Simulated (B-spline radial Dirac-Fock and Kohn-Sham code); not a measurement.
# Dipole and non-dipole photoemission parameters of Ge 4p1/2

System: atomic germanium, configuration [Ar] 3d10 4s2 4p2; threshold 6.07 eV (orbital energy of the model). The computed values come from a radial B-spline solver: Dirac-Hartree-Slater photoionisation with a Latter tail; cross sections with all multipoles, angular parameters from the dipole term and its interference with E2.

Input of the calculation (task.json; shells as n, l, electrons):

```json
{"items": [{
  "Z": 32,
  "q": 0,
  "cfg": [[1, 0, 2], [2, 0, 2], [2, 1, 6], [3, 0, 2], [3, 1, 6], [3, 2, 10], [4, 0, 2], [4, 1, 2]],
  "A": 74,
  "rrms": 4.0742,
  "do": "xps",
  "hv": [87.1, 100, 137.0, 188.0, 228.0, 300, 311.0, 446.0, 474.0, 518.0, 800, 1486.9, 1610.0, 2350.0, 2830.0, 2984.4, 3270.0, 4000, 4040.0, 5130.0, 5290.0, 5414.7, 5750.0, 6150.0, 7290.0, 8240.0, 9251.7, 9260.0, 11600.0, 13500.0],
  "edges": {"K": 11103.0, "L1": 1414.6, "L2": 1248.1, "L3": 1217.0, "M1": 180.1, "M2": 124.9, "M3": 120.8}
}]}
```

Run with: `python xray2_run.py task.json out`

For linearly polarised light dσ/dΩ = σ/(4π) [1 + β P₂(cos θ) + (δ + γ cos²θ) sin θ cos φ], with θ from the polarisation vector and φ the angle between the beam and the projection of the electron momentum on the plane normal to the polarisation.

```
hν (eV)    σ (kb)      β       γ       δ
   87.1      10.7  0.169   0.033   0.021
    100      10.0  0.443   0.086   0.018
    137      8.46  0.957   0.158   0.008
    188      6.75  1.291   0.145   0.002
    228      5.69  1.422   0.110  -0.001
    300      4.25  1.545   0.049  -0.002
    311      4.07  1.557   0.041  -0.002
    446      2.49  1.635  -0.016  -0.001
    474      2.27  1.642  -0.020  -0.001
    518      1.98  1.649  -0.022   0.000
    800     0.922  1.648   0.027   0.002
 1486.9         ?      ?       ?       ?
   1610     0.209  1.546   0.304   0.012
   2350    0.0831  1.449   0.529   0.023
   2830    0.0513  1.392   0.649   0.032
 2984.4    0.0446  1.375   0.685   0.034
   3270    0.0349  1.344   0.746   0.040
   4000    0.0200  1.272   0.883   0.054
   4040    0.0195  1.269   0.889   0.054
   5130   0.00982  1.176   1.053   0.076
   5290   0.00898  1.164   1.074   0.079
 5414.7   0.00839  1.155   1.090   0.082
   5750   0.00702  1.130   1.130   0.088
   6150   0.00575  1.102   1.176   0.096
   7290   0.00343  1.031   1.287   0.119
   8240   0.00235  0.978   1.366   0.137
 9251.7   0.00163  0.928   1.438   0.156
   9260   0.00163  0.928   1.439   0.156
  11600  0.000792  0.830   1.575   0.199
  13500  0.000482  0.765   1.663   0.232
```

Task: Give the values at Al Kα (taken as 1486.9 eV).

Result: σ = 0.252 kb, β = 1.563, γ = 0.262, δ = 0.010.
